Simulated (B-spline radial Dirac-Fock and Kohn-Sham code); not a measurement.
# Mn³⁺ 3p1/2: cross section and angular parameters

System: the Mn³⁺ ion in the configuration 1s2 2s2 2p6 3s2 3p6 3d4; threshold 99.87 eV (orbital energy of the model). Model: Dirac-Hartree-Slater photoionisation with a Latter tail; cross sections with all multipoles, angular parameters from the dipole term and its interference with E2. Program: an atomic code on a B-spline grid.

| hν (eV) | σ (kb) | β | γ | δ |
| --- | --- | --- | --- | --- |
| 131 | 351 | 0.638 | 0.142 | 0.026 |
| 150 | ? | ? | ? | ? |
| 151 | 358 | 0.968 | 0.139 | 0.011 |
| 174 | 340 | 1.188 | 0.103 | 0.003 |
| 192 | 319 | 1.297 | 0.072 | 0.001 |
| 203 | 304 | 1.348 | 0.056 | 0.000 |
| 229 | 270 | 1.436 | 0.024 | -0.001 |
| 280 | 211 | 1.533 | -0.011 | 0.000 |
| 288 | 203 | 1.543 | -0.014 | 0.000 |
| 430 | 108 | 1.618 | -0.004 | 0.003 |
| 582 | 60.5 | 1.621 | 0.056 | 0.005 |
| 662 | 46.5 | 1.611 | 0.094 | 0.006 |
| 800 | 30.8 | 1.588 | 0.159 | 0.009 |
| 1000 | 18.4 | 1.547 | 0.251 | 0.012 |
| 1350 | 8.76 | 1.473 | 0.389 | 0.019 |
| 1930 | 3.41 | 1.361 | 0.570 | 0.033 |
| 2000 | 3.10 | 1.349 | 0.588 | 0.034 |
| 2790 | 1.21 | 1.224 | 0.761 | 0.054 |
| 3240 | 0.783 | 1.163 | 0.840 | 0.065 |
| 5414.7 | 0.161 | 0.940 | 1.102 | 0.120 |
| 5740 | 0.134 | 0.914 | 1.129 | 0.128 |
| 7630 | 0.0528 | 0.788 | 1.256 | 0.173 |
| 8047.8 | 0.0442 | 0.765 | 1.279 | 0.182 |
| 12000 | 0.0114 | 0.600 | 1.444 | 0.264 |
| 12300 | 0.0105 | 0.591 | 1.455 | 0.270 |
| 13400 | 0.00778 | 0.558 | 1.490 | 0.290 |

Q: Give the values at 150 eV.

A: σ = 358 kb, β = 0.955, γ = 0.140, δ = 0.011.

Values without a named source are computed, but for edge energies of neutral atoms, which are taken from tables.
